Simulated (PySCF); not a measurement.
Species: C5H8O3S (charge -1 and doublet state).
Z-matrix (Å and degrees, GFN2-xTB geometry), rows numbered from 1:
```
C 
C   1  1.5196
C   2  1.5510  1  117.25
C   3  1.5004  2   86.38  1   121.58
C   4  1.3876  3   94.36  2    -4.71
S   5  1.7825  2  118.00  1   100.09
O   6  1.4566  5  107.17  2   -55.43
O   6  1.4626  5  108.79  2   179.90
O   6  1.8173  5  122.28  2    64.17
H   1  1.0885  2  110.04  3   -48.85
H   1  1.0874  2  108.93  3  -167.65
H   1  1.0917  2  111.33  3    71.94
H   2  1.0932  1  109.64  3  -130.10
H   3  1.0984  2  114.52  1  -121.22
H   3  1.0977  2  114.37  1     4.07
H   4  1.0739  3  131.28  2   175.85
H   9  0.9554  6  100.18  5   117.70
```

The hyperfine couplings belong to this conformer and change with its torsions.

Identity: `C[C@H]1C[CH-][C]1S(=O)(=O)O` [radical] (charge -1).

Computed, not measured: UKS B3LYP, pcH-1 on C H O S, non-relativistic, mean-field spin-orbit, GIAO in PySCF 2.14.0. Whether the extra electron is bound in the gas phase wasn't checked; a finite basis holds it in any case. The geometry wasn't refined by DFT: couplings that depend on bond lengths, twists or pyramidal angles can differ widely from those at the functional's own minimum, by a factor of two or more for some ions and for spin on atoms past the first row. The SCF solution wasn't tested for stability.

Task: Break the g tensor into its mass correction, gauge correction and orbital-Zeeman/spin–orbit terms.

Result: 
```tsv
Δg (ppm)	1	2	3
relativistic mass correction	-231	-231	-231
gauge correction	-3	21	50
orbital Zeeman/spin–orbit	-24	546	1954
total	-258	337	1773
```

So g = 2.00206, 2.00266, 2.00409 and g_iso = 2.00294; the tensor is rhombic: the two nearest values differ by 29 % of g3 − g1. 

Task: What are the electron Larmor frequencies g μB B/h along the three axes at 340 mT?

Result: 9.5273, 9.5301, 9.5369 GHz for g1, g2 and g3, a range of 9.7 MHz.

Task: At 9.495 GHz, how far is the centre of the isotropic spectrum from where a free electron (g = 2.002319) resonates?

Result: B = hν/(g μB) with μB/h = 13.99624 MHz/mT gives 338.81 mT for the free electron and 338.70 mT at g_iso, 0.10 mT lower.

Task: What effective moment and Curie constant follow for a powder?

Result: With the mean of g² = 4.0118 and S(S+1) = 0.75: μ_eff = √(⟨g²⟩S(S+1)) = 1.735 μB and χT = 0.12505·⟨g²⟩·S(S+1) = 0.376 cm³ K/mol (cgs; spin-Hamiltonian part alone).

Task: In a frozen sample, at which fields do the three g values resonate at 9.5, 34, 94 and 263 GHz (hyperfine left aside), and which band first spreads them over more than twice a line width of 1.0 mT?

Result: 
| band | GHz | B(g3) mT | B(g2) mT | B(g1) mT | spread mT |
| --- | --- | --- | --- | --- | --- |
| X | 9.5 | 338.68 | 338.93 | 339.03 | 0.34 |
| Q | 34.0 | 1212.13 | 1213.00 | 1213.36 | 1.23 |
| W | 94.0 | 3351.19 | 3353.59 | 3354.59 | 3.40 |
| J | 263.0 | 9376.19 | 9382.92 | 9385.70 | 9.51 |

The spread grows in proportion to the frequency. W band is the first where it exceeds 2.0 mT.

The Mulliken spin populations are largest on C4 (+0.52), S6 (+0.17), C5 (+0.15) and O9 (+0.10). The angles at C4 add up to 360.0°, so it is planar.

The HOMO–LUMO gaps are 3.76 eV among the α and 4.97 eV among the β orbitals.

Hardware: an Intel Xeon Platinum 8259CL at 2.50 GHz with one thread, no GPU (shared host). Cost: 2.8 min of wall time (with the writing of density and orbital grids), 1.1 GiB resident at most.

The SMILES draws the unpaired electron on C5; the largest computed Mulliken spin population is on C4 (0.52 against 0.15).
